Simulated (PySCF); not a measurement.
**S+ (sulfur, charge +1) across methods**

[Ne] 3s1 3p3 3d1, high-spin 6D determinant (an excited configuration). Computed with PySCF 2.14 in aug-cc-pV(D+d)Z, with no relativity, point nucleus.

| method | E (hartree) | mean ε 3s α (eV) | mean ε 3p α (eV) | mean ε 3d α (eV) | Σ⟨r²⟩ (bohr²) | ⟨S²⟩ |
| --- | --- | --- | --- | --- | --- | --- |
| PBE | -396.7920 | -31.570 | -20.400 | -5.760 | 23.67 | 8.750 |
| BHandHLYP | -396.9587 | -36.730 | -23.520 | -7.498 | 23.66 | 8.750 |
| r2SCAN | -396.9617 | -32.860 | -21.060 | -5.835 | 23.67 | 8.750 |
| PW91 | -396.9489 | -31.611 | -20.445 | -5.796 | 23.64 | 8.750 |
| wB97X-V | -396.8906 | -36.987 | -24.565 | -8.931 | 23.70 | 8.750 |
| PBE0 | -396.8337 | -34.362 | -22.173 | -6.810 | 23.63 | 8.750 |
| UHF | -396.47181 | -42.121 | -26.939 | -9.599 | 23.77 | 8.750 |
| r2SCAN0 | -396.9600 | -35.231 | -22.613 | -6.833 | 23.64 | 8.750 |
| LDA | -395.5646 | -31.480 | -20.410 | -5.695 | 23.80 | 8.750 |

The outer electron is Rydberg-like, and this basis confines it to a smaller radius and binds it less than a complete one would.
